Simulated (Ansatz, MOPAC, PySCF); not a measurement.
System: SrO, net charge 0, singlet state. SMILES: [O]=[Sr]
Structure (B3LYP-D3(BJ)/def2-TZVP (Ansatz, a quantum-chemistry and plane-wave program) minimum search):
```
Sr
O 1 1.9370
```
Charge 0, spin multiplicity 1.

Unscaled harmonic wavenumbers (cm⁻¹) in rising order, each level at the stationary point that it reaches from this structure (no distance between atoms moves by over 0.3 Å); the order of modes can differ between levels, and a negative number is imaginary. B3LYP-D3(BJ)/def2-TZVP (PySCF, at the structure above): 669.

PM3 (MOPAC): 622. Zero-point energy 0.9 against 1.0 kcal/mol; where all levels lie over 400 cm⁻¹, the wavenumbers are on average 0.931 times those of B3LYP-D3(BJ)/def2-TZVP.

PM6 (MOPAC): 810. Zero-point energy 1.2 against 1.0 kcal/mol; where all levels lie over 400 cm⁻¹, the wavenumbers are on average 1.212 times those of B3LYP-D3(BJ)/def2-TZVP.

PM7 (MOPAC): 776. Zero-point energy 1.1 against 1.0 kcal/mol; where all levels lie over 400 cm⁻¹, the wavenumbers are on average 1.161 times those of B3LYP-D3(BJ)/def2-TZVP.

B3LYP/6-31G* with LANL2DZ past Ar (Ansatz): 489. Zero-point energy 0.7 against 1.0 kcal/mol; where all levels lie over 400 cm⁻¹, the wavenumbers are on average 0.731 times those of B3LYP-D3(BJ)/def2-TZVP.
